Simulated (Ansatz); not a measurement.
`CC(=O)CC(=O)CC(C)C`. Charge 0, multiplicity 1.

```
atom   x (Å)   y (Å)   z (Å)
  C1   0.697   0.635   3.671
  C2  -0.262   0.759   2.526
  O3  -1.445   0.556   2.628
  C4   0.355   1.113   1.180
  C5   0.765  -0.196   0.518
  O6   1.856  -0.669   0.723
  C7  -0.272  -0.859  -0.342
  C8  -0.460  -0.163  -1.698
  C9   0.823  -0.175  -2.514
 C10  -1.601  -0.822  -2.458
 H11   1.551   0.020   3.375
 H12   0.198   0.213   4.541
 H13   1.091   1.625   3.918
 H14  -0.398   1.634   0.589
 H15   1.248   1.724   1.310
 H16   0.033  -1.897  -0.500
 H17  -1.223  -0.847   0.201
 H18  -0.741   0.881  -1.510
 H19   1.138  -1.202  -2.722
 H20   1.647   0.320  -1.994
 H21   0.677   0.331  -3.472
 H22  -1.374  -1.872  -2.663
 H23  -2.534  -0.784  -1.891
 H24  -1.768  -0.326  -3.418
```

Give the diagnostics of a CCSD(T)/def2-TZVPP run (frozen core, Ansatz 0.2.0). (Best estimate.)

The calculation gave: T1 = 0.0132, largest single amplitude 0.022, largest double 0.033, (T) share of the correlation energy 4.1 %, 10 CCSD cycles. The RHF solution is stable towards an unrestricted one. T1 lies under the customary mark of 0.02 for closed shells.
